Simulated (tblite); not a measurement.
C4H14SSi3.
Cartesian coordinates in Å at the GFN2-xTB level; atoms count from 1:
```
atom  x, y, z in Å
C1    -3.450    0.358    1.417
C2    -3.640   -0.519    0.218
C3    -2.851   -0.523   -0.846
C4    -1.638    0.322   -1.018
Si5   -0.102   -0.622   -0.425
S6     1.542    0.742   -0.616
Si7    3.245   -0.392    0.075
Si8    5.107    0.948   -0.183
H9    -3.770    1.378    1.199
H10   -4.036   -0.007    2.256
H11   -2.403    0.393    1.711
H12   -4.501   -1.174    0.240
H13   -3.061   -1.204   -1.660
H14   -1.735    1.256   -0.464
H15   -1.513    0.582   -2.070
H16   -0.193   -1.024    0.977
H17    0.176   -1.791   -1.256
H18    3.218   -1.632   -0.705
H19    2.911   -0.790    1.444
H20    6.263    0.113   -0.527
H21    5.450    1.645    1.060
H22    4.970    1.960   -1.230
```

Level: GFN2-xTB in tblite, geometry and Hessian alike; calculated harmonic values, unscaled, isolated species. Errors from tens to a few hundred cm⁻¹ against measured bands are possible. Modes of hydrogen on silicon can be 10 to 20 % off. One conformer, not necessarily the lowest. The optimisation stopped once no atom felt more than 0.01 eV/Å.

Lowest wavenumbers of the output (negative numbers stand for imaginary wavenumbers):
```
mode    cm-1
  1     -41.0
  2     -28.5
  3      15.9
  4      26.0
  5      35.1
  6      51.7
  7      73.9
  8     106.3
```

**Question.** Is this structure a minimum?

**Answer.** Not by this Hessian. 2 modes are imaginary beyond 20i (41i and 28i cm⁻¹), so at this level the point lies at or near a saddle of order 2. The curvature is small, so loose convergence or finite differences may be the whole cause.

**Question.** Which atoms move in the imaginary modes?

**Answer.** 41i: H9 (methyl hydrogen) 37 %, H10 (methyl hydrogen) 31 %, H11 (methyl hydrogen) 27 %; 28i: H20 (Si–H hydrogen) 32 %, H22 (Si–H hydrogen) 32 %, H21 (Si–H hydrogen) 32 %. These are shares of the mass-weighted motion.

**Question.** What is the remedy?

**Answer.** Step along such a mode in both directions, optimise again with tighter thresholds and repeat the frequencies. The zero-point energy of this point (97.8 kcal/mol) counts the 58 real modes alone, and thermal corrections from it aren't those of a minimum.

Time: 5.0 s wall. Hardware: one thread of an Intel Xeon at 2.50 GHz, on a shared host. This covers the Hessian and the dipole derivatives.
